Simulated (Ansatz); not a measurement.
`C[N]([SiH3])[GeH3]` + `[GeH3][TeH]` → `[GeH3][Te][GeH3]` + `CN[SiH3]` at 400 K and 1 bar (ligand exchange at a Ge–N bond).

Isolated molecules relaxed with PBE0-D4/def2-TZVP in Ansatz; ΔE leaves out vibrations. CCSD(T)/CBS adds triple-zeta CCSD(T) − MP2 to the extrapolated MP2 energy (def2 sets, frozen cores). Elements past krypton have def2 core potentials. For Ge, Te outer-core shells are correlated without core-valence functions, which leaves a few kJ/mol of doubt a bond. Scalar relativity is left out up to krypton.

| species | CCSD(T)/CBS energy (Eh) | H − E (kJ/mol) | S (J/(mol·K)) |
| --- | --- | --- | --- |
| `C[N]([SiH3])[GeH3]` | -2463.36560 | 279.5 | 406.3 |
| `[GeH3][TeH]` | -2346.24724 | 101.5 | 333.5 |
| `[GeH3][Te][GeH3]` | -4423.58669 | 158.2 | 419.5 |
| `CN[SiH3]` | -386.04948 | 233.7 | 327.3 |

H − E and S are ideal-gas, rigid-rotor, harmonic terms from PBE0-D4/def2-TZVP, for one conformer and one mirror image of each species. 1 Eh = 2625.50 kJ/mol, R = 8.31446 J/(mol·K).

Problem. By hand: ΔE, ΔH, ΔS and ΔG.

Solution. ΔE = (-4423.58669) + (-386.04948) − (-2463.36560) − (-2346.24724) = -0.02333 Eh = -61.3 kJ/mol. Δ(H − E) = 158.2 + 233.7 − 279.5 − 101.5 = 10.9, so ΔH = -50.4 kJ/mol. ΔS = 419.5 + 327.3 − 406.3 − 333.5 = 7.0 J/(mol·K). ΔG = -50.4 − 400 × (7.0)/1000 = -53.2 kJ/mol.

Problem. By hand: the equilibrium constant, and the temperature at which ΔG would vanish if ΔH and ΔS stayed fixed.

Solution. log₁₀ K = −ΔG/(RT ln 10) = 6.9. ΔH and −TΔS have one sign here, so there is no such temperature.

The number of gas molecules stays the same, so ΔS is small and ΔH decides. A doubt of 5 kJ/mol in ΔE shifts log₁₀ K by 0.7 here. Other conformers and mirror images would add mixing entropy, several J/(mol·K) or more a flexible species. Modes under 60 cm⁻¹, often nearly free rotors, make the harmonic entropy too high. These are equilibria of isolated gas molecules and say nothing of rates. Largest T1 diagnostic: 0.011 (customary marks: 0.02 for closed shells, 0.045 for open ones).

ΔS is within the doubt of such terms, so its sign, and with it that verdict, could turn.
